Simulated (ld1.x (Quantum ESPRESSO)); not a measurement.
**Transferability test, PAW potential for molybdenum (Mo)**

Mo (Z = 42), PAW, made with ld1.x (Quantum ESPRESSO) 7.5 (PBEsol, scalar-relativistic). Core [Kr], reference 4d6 5s0 5p0. Waves: 5s (bound, empty): rcut 2.55, rcutus 3.10 bohr; 5s channel at 3.8 Ry: rcut 2.55, rcutus 3.10 bohr; 5p (bound, empty): rcut 4.45, rcutus 4.70 bohr; 5p channel at 5.05 Ry: rcut 4.45, rcutus 4.70 bohr; 4d (bound): rcut 2.50, rcutus 2.75 bohr; 4d channel at 0.6 Ry: rcut 2.50, rcutus 2.75 bohr. Local part: all-electron potential smoothed inside 4.05 bohr (lloc = -2). Core correction: Bessel-smoothed model core inside 2.05 bohr. Augmentation charge: PSQ, inside the norm-conserving radii.

Energies are relative to the spin-unpolarised reference configuration 4d6 5s0 5p0; without spin polarisation the order of configurations can differ from experiment.

(1) Give the all-electron excitation energy and the error of the potential for: 4d5 5s1 5p0; 4d5 5s0 5p0; 4d4 5s0 5p0; 4d4 5s1 5p1; 4d5 5s0.5 5p0; 4d3 5s0 5p0; 4d2 5s0 5p0.

## Answers

(1)

```tsv
valence configuration	charge	ΔE all-electron (eV)	error AE − PS (meV)
4d5 5s1 5p0	0	-0.774	-21
4d5 5s0 5p0	+1	6.131	-15
4d4 5s0 5p0	+2	21.586	-178
4d4 5s1 5p1	0	2.988	-208
4d5 5s0.5 5p0	+0.5	1.968	-16
4d3 5s0 5p0	+3	48.310	-765
4d2 5s0 5p0	+4	87.785	-2094
```

These tests converged, but a pseudo level misses the all-electron one widely, so the file describes the atom poorly there or has found another state: 4d3 5s0 5p0: empty 5p by 3.4 eV (a node warning on the way); 4d2 5s0 5p0: empty 5p by 3.3 eV.
